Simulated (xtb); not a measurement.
COS, charge -1, doublet, from a rough starting geometry (a state made from the parent by changing its charge; the spin is typed, not shown lowest); xtb with GFN2-xTB.

Here is a job for xtb.
```
$ xtb mol.xyz --gfn 2 --chrg -1 --uhf 1 --opt vtight --json

# file mol.xyz
3

O     -1.30267681     0.08229688    -0.03342177
C     -0.14946228     0.04173824    -0.01282402
S      1.38389714    -0.06862042    -0.00394341
```

It wrote (shortened):

```
   ID    Z sym.   atoms
    1    8 O      1
    2    6 C      2
    3   16 S      3

           -------------------------------------------------
          |                Calculation Setup                |
           -------------------------------------------------

           -------------------------------------------------
          |                 G F N 2 - x T B                 |
           -------------------------------------------------

          ...................................................
          :                      SETUP                      :
          :.................................................:
          :  # basis functions                  18          :
          :  # atomic orbitals                  17          :
          :  # shells                            7          :
          :  # electrons                        17          :
          :  max. iterations                   250          :
          :  Hamiltonian                  GFN2-xTB          :
          :  restarted?                      false          :
          :  GBSA solvation                  false          :
          :  PC potential                    false          :
          :  electronic temp.          300.0000000     K    :
          :  accuracy                    1.0000000          :
          :  -> integral cutoff          0.2500000E+02      :
          :  -> integral neglect         0.1000000E-07      :
          :  -> SCF convergence          0.1000000E-05 Eh   :
          :  -> wf. convergence          0.1000000E-03 e    :
          :  Broyden damping             0.4000000          :
          :  net charge                         -1          :
          :  unpaired electrons                  1          :
          ...................................................

 iter      E             dE          RMSdq      gap      omega  full diag
   1     -9.6315291 -0.963153E+01  0.755E+00    0.01       0.0  T
   2     -9.6891547 -0.576256E-01  0.334E+00    0.00       1.0  T
   3     -9.6943279 -0.517327E-02  0.205E+00    0.00       1.0  T
   4     -9.6952040 -0.876107E-03  0.333E-01    0.00       1.0  T
   5     -9.6953065 -0.102485E-03  0.149E-01    0.00       1.0  T
   6     -9.6953224 -0.158658E-04  0.328E-02    0.00       1.8  T
   7     -9.6953230 -0.574430E-06  0.115E-02    0.00       5.0  T
   8     -9.6953230 -0.542040E-07  0.611E-03    0.00       9.4  T
   9     -9.6953231 -0.373151E-07  0.174E-03    0.00      33.2  T
  10     -9.6953231 -0.308206E-08  0.109E-04    0.00     531.6  T
  11     -9.6953231 -0.939337E-11  0.244E-05    0.00    2361.7  T

   *** convergence criteria satisfied after 11 iterations ***

         :::::::::::::::::::::::::::::::::::::::::::::::::::::
         ::                     SUMMARY                     ::
         :::::::::::::::::::::::::::::::::::::::::::::::::::::
         :: total energy              -9.589794499464 Eh    ::
         :: gradient norm              0.170311725470 Eh/a0 ::
         :: HOMO-LUMO gap              0.002697693030 eV    ::
         ::.................................................::
         :: SCC energy                -9.695323074483 Eh    ::
         :: -> isotropic ES            0.143973717622 Eh    ::
         :: -> anisotropic ES         -0.001279559102 Eh    ::
         :: -> anisotropic XC         -0.000858904417 Eh    ::
         :: -> dispersion             -0.001404222931 Eh    ::
         :: repulsion energy           0.105528575019 Eh    ::
         :: add. restraining           0.000000000000 Eh    ::
         :: total charge              -1.000000000000 e     ::
         :::::::::::::::::::::::::::::::::::::::::::::::::::::

      -----------------------------------------------------------
     |                   =====================                   |
     |                        A N C O P T                        |
     |                   =====================                   |
     |               Approximate Normal Coordinate               |
     |                Rational Function Optimizer                |
      -----------------------------------------------------------
      -----------------------------------------------------------
     |                   =====================                   |
     |                        A N C O P T                        |
     |                   =====================                   |
     |               Approximate Normal Coordinate               |
     |                Rational Function Optimizer                |
      -----------------------------------------------------------

          ...................................................
          :                      SETUP                      :
          :.................................................:
          :   optimization level         verytight          :
          :   max. optcycles                   200          :
          :   ANC micro-cycles                  20          :
          :   degrees of freedom                 3          :
          :.................................................:
          :   RF solver                   davidson          :
          :   write xtbopt.log                true          :
          :   linear?                        false          :
          :   energy convergence         0.1000000E-06 Eh   :
          :   grad. convergence          0.2000000E-03 Eh/α :
          :   maxmium RF displ.          1.0000000          :
          :   Hlow (freq-cutoff)         0.1000000E-01      :
          :   Hmax (freq-cutoff)         5.0000000          :
          :   S6 in model hess.         20.0000000          :
          ...................................................

generating ANC from exact Hessian ...
Using Lindh-Hessian (1995)
 Shifting diagonal of input Hessian by    0.0000000000000000
 Lowest  eigenvalues of input Hessian
    0.000000    0.000000    0.000000    0.000000    0.000000    0.000000
[...]
 * total energy  :    -9.6019003 Eh     change       -0.3506144E-04 Eh
 * total energy  :    -9.6023827 Eh     change       -0.4824704E-03 Eh
 * total energy  :    -9.6099667 Eh     change       -0.7584009E-02 Eh
 * total energy  :    -9.5993171 Eh     change        0.1064963E-01 Eh
 * total energy  :    -9.6158062 Eh     change       -0.1648914E-01 Eh
 * total energy  :    -9.6173481 Eh     change       -0.1541881E-02 Eh
 * total energy  :    -9.6187316 Eh     change       -0.1383472E-02 Eh
 * total energy  :    -9.6189987 Eh     change       -0.2671279E-03 Eh
 * total energy  :    -9.6192622 Eh     change       -0.2634909E-03 Eh
 * total energy  :    -9.6193567 Eh     change       -0.9452434E-04 Eh
 * total energy  :    -9.6193611 Eh     change       -0.4355368E-05 Eh
 * total energy  :    -9.6193616 Eh     change       -0.5252694E-06 Eh
 * total energy  :    -9.6193616 Eh     change       -0.1309240E-07 Eh
   *** GEOMETRY OPTIMIZATION CONVERGED AFTER 18 ITERATIONS ***
[...]
          :  # electrons                        17          :
          :  max. iterations                   250          :
          :  Hamiltonian                  GFN2-xTB          :
          :  restarted?                      false          :
          :  GBSA solvation                  false          :
          :  PC potential                    false          :
          :  electronic temp.          300.0000000     K    :
          :  accuracy                    1.0000000          :
          :  -> integral cutoff          0.2500000E+02      :
          :  -> integral neglect         0.1000000E-07      :
          :  -> SCF convergence          0.1000000E-05 Eh   :
          :  -> wf. convergence          0.1000000E-03 e    :
          :  Broyden damping             0.4000000          :
          :  net charge                         -1          :
          :  unpaired electrons                  1          :
          ...................................................

 iter      E             dE          RMSdq      gap      omega  full diag
   1     -9.6753440 -0.967534E+01  0.643E-05    1.25       0.0  T
   2     -9.6753440 -0.666134E-12  0.246E-05    1.25    2347.6  T
   3     -9.6753440  0.195399E-13  0.203E-05    1.25    2849.2  T

   *** convergence criteria satisfied after 3 iterations ***

         :::::::::::::::::::::::::::::::::::::::::::::::::::::
         ::                     SUMMARY                     ::
         :::::::::::::::::::::::::::::::::::::::::::::::::::::
         :: total energy              -9.619361628206 Eh    ::
         :: gradient norm              0.000031368917 Eh/a0 ::
         :: HOMO-LUMO gap              1.251644984845 eV    ::
         ::.................................................::
         :: SCC energy                -9.675343982823 Eh    ::
         :: -> isotropic ES            0.147199138741 Eh    ::
         :: -> anisotropic ES         -0.002055202141 Eh    ::
         :: -> anisotropic XC          0.000212136842 Eh    ::
         :: -> dispersion             -0.001413186694 Eh    ::
         :: repulsion energy           0.055982354617 Eh    ::
         :: add. restraining           0.000000000000 Eh    ::
         :: total charge              -1.000000000000 e     ::
         :::::::::::::::::::::::::::::::::::::::::::::::::::::

           -------------------------------------------------
          |                Property Printout                |
           -------------------------------------------------

    * Orbital Energies and Occupations

         #    Occupation            Energy/Eh            Energy/eV
      -------------------------------------------------------------
         1        2.0000           -0.4926400             -13.4054
         2        2.0000           -0.4811060             -13.0916
         3        2.0000           -0.3666038              -9.9758
         4        2.0000           -0.3050048              -8.2996
         5        2.0000           -0.3041743              -8.2770
         6        2.0000           -0.2653174              -7.2197
         7        2.0000           -0.1717644              -4.6739
         8        2.0000           -0.1647704              -4.4836
         9        1.0000           -0.0683767              -1.8606 (HOMO)
        10                         -0.0223796              -0.6090 (LUMO)
        11                          0.0925271               2.5178
        12                          0.2081944               5.6653
        13                          0.2082208               5.6660
        14                          0.2470874               6.7236
        15                          0.2718949               7.3986
        16                          0.6929797              18.8569
        17                          0.9121225              24.8201
      -------------------------------------------------------------
                  HL-Gap            0.0459971 Eh            1.2516 eV
             Fermi-level           -0.0809759 Eh           -2.2035 eV

     #   Z          covCN         q      C6AA      α(0)
     1   8 O        0.865    -0.469    23.111     6.446
     2   6 C        1.831     0.148    27.569     8.483
     3  16 S        0.985    -0.679   170.475    22.083

 Mol. C6AA /au·bohr⁶  :        529.474675
 Mol. C8AA /au·bohr⁸  :      19796.892759
 Mol. α(0) /au        :         37.011931

Wiberg/Mayer (AO) data.
largest (>0.10) Wiberg bond orders for each atom

 ---------------------------------------------------------------------------
     #   Z sym  total        # sym  WBO       # sym  WBO       # sym  WBO
 ---------------------------------------------------------------------------
     1   8 O    2.099 --     2 C    1.829     3 S    0.270
     2   6 C    3.432 --     1 O    1.829     3 S    1.603
     3  16 S    1.873 --     2 C    1.603     1 O    0.270
 ---------------------------------------------------------------------------

Topologies differ in total number of bonds
Writing topology from bond orders to xtbtopo.mol

molecular dipole:
                 x           y           z       tot (Debye)
 q only:       -0.682       0.444       0.167
   full:       -0.988       0.364       0.132       2.696
molecular quadrupole (traceless):
                xx          xy          yy          xz          yz          zz
 q only:       -7.379       0.662       3.664      -0.067      -0.032       3.714
  q+dip:       -9.461       0.867       4.561      -0.077      -0.126       4.900
   full:       -9.749       0.676       4.322      -0.167      -0.414       5.428

optimized geometry written to: xtbopt.xyz

           -------------------------------------------------
          | TOTAL ENERGY               -9.619361628206 Eh   |
          | GRADIENT NORM               0.000031368917 Eh/α |
          | HOMO-LUMO GAP               1.251644984845 eV   |
           -------------------------------------------------

normal termination of xtb
```
